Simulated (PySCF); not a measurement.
**Ionisation energy of I³⁷⁺ by level of theory**

I³⁷⁺ [Ne] 3s2 3p4 [3p1/2^2 3p3/2^2, M_J = 2] → I³⁸⁺ [Ne] 3s2 3p3 [3p1/2^2 3p3/2^1, M_J = 3/2], as a difference of total energies. Calculation: PySCF 2.14, in an even-tempered Gaussian basis (19 s from 7.3 bohr⁻², ratio 2.4; 14 p from 9.5 bohr⁻², ratio 2.4; 4 d from 36 bohr⁻², ratio 2.6; 4 f from 54 bohr⁻², ratio 2.6); the two-component X2C-1e Hamiltonian. Correlated levels: 1s2 frozen; the 56 highest virtual spinors dropped. "Screened" scales the spin-orbit matrix elements by Boettger's factors to mimic the two-electron term; Breit and QED terms are absent.

| method | ionisation energy (eV) |
| --- | --- |
| GHF (spin-free) | 2609.2 |
| GMP2 (spin-free) | 2610.5 |
| GHF (screened spin-orbit) | 2599.2 |
| GMP2 (screened spin-orbit) | 2599.4 |

Breit and QED terms and the two-electron picture change are absent.

The spin-free rows relax to the high-spin LS determinant and lack the spin-orbit shift.

The labels give the starting determinants; with spin-orbit coupling the two ends relaxed to ⟨J²⟩ = 6.00, ⟨L²⟩ = 3.11, ⟨S²⟩ = 1.46 and ⟨J²⟩ = 3.75, ⟨L²⟩ = 2.27, ⟨S²⟩ = 1.64.

For comparison: 2598 ± 4 eV (theoretical estimate listed by NIST; NIST Atomic Spectra Database, ionization energies).
